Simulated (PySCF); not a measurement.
FeCl3, SMILES [Cl][Fe]([Cl])[Cl] (connectivity only; charge and spin as stated), neutral, multiplicity 6.

The structure is a stationary point at PBE0-D3(BJ)/def2-SVP. The spin state was assumed, not searched. The isomer is the one that the SMILES or the coordinates give; other isomers of the formula were not compared.

Computed with PBE/def2-TZVPD (PySCF).

The molecule is in vacuum.

The total energy comes out as -2643.71993 hartree, the point group is D3h and the α spin, highest occupied and lowest empty level is -7.35 and -1.40 eV. The β spin, highest occupied and lowest empty level is -7.95 and -6.48 eV and the dipole moment is 0.00 D. The quadrupole, principal values (traceless, Buckingham form, about the centre of nuclear charge) comes out as -2.84, -2.84, 5.67 D·Å, the mean static polarisability is 86.1 bohr³ (12.75 Å³) and the polarisability, principal values comes out as 52.4, 102.9, 102.9 bohr³. The ⟨S²⟩ comes out as 8.758 (pure state 8.75).
